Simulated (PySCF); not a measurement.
Identify the unknown among the candidates.

All candidates are C8H18P (charge +1).

| technique | computed result |
| --- | --- |
| NMR, other nuclei | isotropic shieldings of nuclei other than C and H, by class: 456 (1 P) ppm [GIAO PBE0/pcSseg-1] |
| 13C NMR | chemical shifts (computed TMS as zero) by class: 47.5 (1 C), 34.8 (1 C), 33.1 (3 C), 13.2 (2 C), 11.5 (1 C) ppm [GIAO PBE0/pcSseg-1] |
| Rotational structure | rotational constants A, B, C: 2.252, 0.871, 0.781 GHz [GFN2-xTB] |
| 1H NMR | chemical shifts (computed TMS as zero) by class: 2.36 (2 H), 2.18 (3 H), 2.12 (2 H), 2.12 (2 H), 1.36 (9 H) ppm [GIAO PBE0/pcSseg-1] |

Electronic properties: PySCF, gas phase, density fitting. Levels stand in brackets. Isolated species at its GFN2-xTB geometry (one conformer only). NMR classes are plain means over equivalent atoms (diastereotopic ones count apart unless rotation or inversion swaps them), as if these changed places fast.

Question: Which candidate is it?
A. `CC[P@+]1(C)C[C@@H](C)[C@H]1C`
B. `CC[C@H]1CC[P@H+](C)CC1`
C. `C=C(C)[PH2+]C(C)(C)CC`
D. `CC(C)(C)C[P+]1(C)CC1`
E. `CCCC[P@@H+]1CC[C@H]1C`

Answer: D. It is `CC(C)(C)C[P+]1(C)CC1`. Numbering: `[CH3:1][C:2]([CH3:3])([CH3:4])[CH2:5][P+:6]1([CH3:7])[CH2:8][CH2:9]1`. 8 carbons fall into 5 classes; from least to most shielded: chain sp3 carbon bound to phosphorus [C5] (47.5 ppm), quaternary sp3 carbon [C2] (34.8 ppm), methyl carbon [C1/C3/C4] (33.1 ppm, 3 C, up to 2.9 ppm apart in this geometry), ring sp3 carbon bound to phosphorus [C8/C9] (13.2 ppm, 2 C, up to 3.6 ppm apart in this geometry), chain sp3 carbon bound to phosphorus [C7] (11.5 ppm). Hydrogen classes from least to most shielded: 2 H on an sp3 carbon bound to phosphorus, C5 (2.36 ppm, a mean of values up to 1.4 ppm apart in this geometry), 3 H on an sp3 carbon bound to phosphorus, C7 (2.18 ppm, a mean of values up to 1.4 ppm apart in this geometry), 2 H on 2 like atoms (sp3 carbon bound to phosphorus), C8/C9 (2.12 ppm), 2 H on 2 like atoms (sp3 carbon bound to phosphorus), C8/C9 (2.12 ppm), 9 H on 3 methyl carbons, C1/C3/C4 (1.36 ppm, a mean of values up to 1.0 ppm apart in this geometry). The other shieldings belong to: 456 ppm, phosphonium phosphorus [P6]. The optimised geometry has point group C1 and is an asymmetric top.

The others, at the same levels:
- `CC[C@H]1CC[P@H+](C)CC1` fails: it has 6 carbon classes against 5; its computed 13C shifts are 43.1 (1 C), 33.0 (1 C), 32.5 (2 C), 22.8 (2 C), 13.4 (1 C), 6.9 (1 C) ppm, 1H shifts are 5.41 (1 H), 2.65 (2 H), 2.63 (2 H), 2.14 (2 H), 2.06 (3 H), 1.46 (2 H), 1.26 (3 H), 1.22 (2 H), 0.93 (1 H) ppm and rotational constant A is 3.130 GHz (against 2.252 GHz).
- `CC[P@+]1(C)C[C@@H](C)[C@H]1C` fails: it has 8 carbon classes against 5; its computed 13C shifts are 43.3 (1 C), 34.6 (1 C), 32.5 (1 C), 27.7 (1 C), 20.2 (1 C), 12.0 (1 C), 7.5 (1 C), 7.2 (1 C) ppm, 1H shifts are 3.55 (1 H), 3.17 (1 H), 3.14 (1 H), 2.49 (1 H), 2.33 (1 H), 2.22 (1 H), 2.12 (3 H), 1.47 (3 H), 1.46 (3 H), 1.44 (3 H) ppm and rotational constant A is 2.103 GHz (against 2.252 GHz).
- `C=C(C)[PH2+]C(C)(C)CC` fails: it has 7 carbon classes against 5; its computed 13C shifts are 154.3 (1 C), 127.6 (1 C), 48.4 (1 C), 32.9 (1 C), 25.9 (2 C), 25.5 (1 C), 15.1 (1 C) ppm, 1H shifts are 7.17 (1 H), 6.54 (1 H), 5.49 (2 H), 2.47 (3 H), 1.84 (2 H), 1.62 (6 H), 1.35 (3 H) ppm and rotational constant A is 1.787 GHz (against 2.252 GHz).
- `CCCC[P@@H+]1CC[C@H]1C` fails: it has 8 carbon classes against 5; its computed 13C shifts are 40.0 (1 C), 30.7 (1 C), 26.7 (1 C), 26.2 (1 C), 25.5 (1 C), 21.0 (1 C), 18.9 (1 C), 12.9 (1 C) ppm, 1H shifts are 6.07 (1 H), 3.53 (1 H), 3.17 (1 H), 3.04 (1 H), 2.94 (1 H), 2.86 (1 H), 2.73 (1 H), 2.64 (1 H), 2.20 (1 H), 2.08 (1 H), 2.05 (1 H), 1.70 (3 H), 1.14 (3 H), 0.65 (1 H) ppm and rotational constant A is 2.496 GHz (against 2.252 GHz).

Each candidate is one conformer, not necessarily the lowest. Dipoles, sizes and rotational constants follow the conformer. The torsions of the flexible species, by atom-mapped SMILES:
- `[CH3:1][C:2]([CH3:3])([CH3:4])[CH2:5][P+:6]1([CH3:7])[CH2:8][CH2:9]1`: C1–C2–C5–P6 -69°, C2–C5–P6–C7 69°
- `[CH3:1][CH2:2][P@+:3]1([CH3:4])[CH2:5][C@@H:6]([CH3:7])[C@H:8]1[CH3:9]`: C1–C2–P3–C4 -59°
- `[CH2:1]=[C:2]([CH3:3])[PH2+:4][C:5]([CH3:6])([CH3:7])[CH2:8][CH3:9]`: C1–C2–P4–C5 91°, C2–P4–C5–C6 177°, P4–C5–C8–C9 59°
- `[CH3:1][CH2:2][CH2:3][CH2:4][P@@H+:5]1[CH2:6][CH2:7][C@H:8]1[CH3:9]`: C1–C2–C3–C4 -60°, C2–C3–C4–P5 -49°, C3–C4–P5–C6 -61°

The conformers of `CC[C@H]1CC[P@H+](C)CC1` aren't listed.
